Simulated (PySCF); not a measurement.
**SMILES CC[C@@H]1NC[C@H]1C, C₆H₁₃N**

Molfile (atoms numbered from 1):
```
C6H13N
     RDKit          3D

 20 20  0  0  0  0  0  0  0  0999 V2000
    2.0844   -0.9935    0.6784 C   0  0  0  0  0  0  0  0  0  0  0  0
    1.5725    0.4347    0.5395 C   0  0  0  0  0  0  0  0  0  0  0  0
    0.3431    0.5140   -0.3554 C   0  0  2  0  0  0  0  0  0  0  0  0
   -0.2769    1.8452   -0.3736 N   0  0  0  0  0  0  0  0  0  0  0  0
   -1.6139    1.2786   -0.1915 C   0  0  0  0  0  0  0  0  0  0  0  0
   -0.9789   -0.0695    0.1861 C   0  0  1  0  0  0  0  0  0  0  0  0
   -1.5315   -1.3102   -0.4871 C   0  0  0  0  0  0  0  0  0  0  0  0
    2.3446   -1.4037   -0.2951 H   0  0  0  0  0  0  0  0  0  0  0  0
    1.3239   -1.6288    1.1259 H   0  0  0  0  0  0  0  0  0  0  0  0
    2.9693   -1.0199    1.3095 H   0  0  0  0  0  0  0  0  0  0  0  0
    2.3536    1.0703    0.1166 H   0  0  0  0  0  0  0  0  0  0  0  0
    1.3123    0.8377    1.5194 H   0  0  0  0  0  0  0  0  0  0  0  0
    0.5835    0.1167   -1.3527 H   0  0  0  0  0  0  0  0  0  0  0  0
   -0.1307    2.4042   -1.2059 H   0  0  0  0  0  0  0  0  0  0  0  0
   -2.2210    1.2201   -1.1023 H   0  0  0  0  0  0  0  0  0  0  0  0
   -2.1861    1.7914    0.5849 H   0  0  0  0  0  0  0  0  0  0  0  0
   -0.9388   -0.2093    1.2667 H   0  0  0  0  0  0  0  0  0  0  0  0
   -1.5793   -1.1755   -1.5661 H   0  0  0  0  0  0  0  0  0  0  0  0
   -0.8997   -2.1706   -0.2773 H   0  0  0  0  0  0  0  0  0  0  0  0
   -2.5354   -1.5211   -0.1231 H   0  0  0  0  0  0  0  0  0  0  0  0
  1  2  1  0
  2  3  1  0
  3  4  1  0
  4  5  1  0
  5  6  1  0
  6  7  1  0
  6  3  1  0
  1  8  1  0
  1  9  1  0
  1 10  1  0
  2 11  1  0
  2 12  1  0
  3 13  1  6
  4 14  1  0
  5 15  1  0
  5 16  1  0
  6 17  1  1
  7 18  1  0
  7 19  1  0
  7 20  1  0
M  END
```

Level of theory: PySCF 2.14.0, TDDFT PBE0/def2-SVPD circular dichroism and optical rotation, one conformer, gas phase. Geometry: GFN2-xTB.

The molecule is flexible and this is one conformer; a measurement averages over conformers. States above about 6.3 eV (minus the energy of the highest occupied orbital) lie near or above the ionisation threshold and depend on the basis.

Task: Draw the ECD and absorption spectra from the lowest 8 states, each a Gaussian of half-width 0.3 eV at 1/e height.

Result: 
```
E (eV)  λ (nm)  Δε (L mol⁻¹ cm⁻¹)  ε (L mol⁻¹ cm⁻¹)
  5.45     228              +0.19              4.84
  5.60     221              +0.80                21
  5.75     216              +2.05              61.3
  5.90     210              +3.32               140
  6.05     205              +3.64               295
  6.20     200              +2.73               591
  6.35     195              +0.44              1130
  6.50     191              -2.79              2000
  6.65     186              -4.72              2780
  6.80     182              -3.98              2620
  6.95     178              -2.19              1580
  7.10     175              -1.60               637
  7.25     171              -2.76               307
  7.40     168              -4.33               417
  7.55     164              -3.97               716
  7.70     161              -0.76              1060
  7.85     158              +3.79              1280
```
Δε uses R in velocity form, ε uses f in length form. Only the states computed contribute, so the short-wavelength end is incomplete.
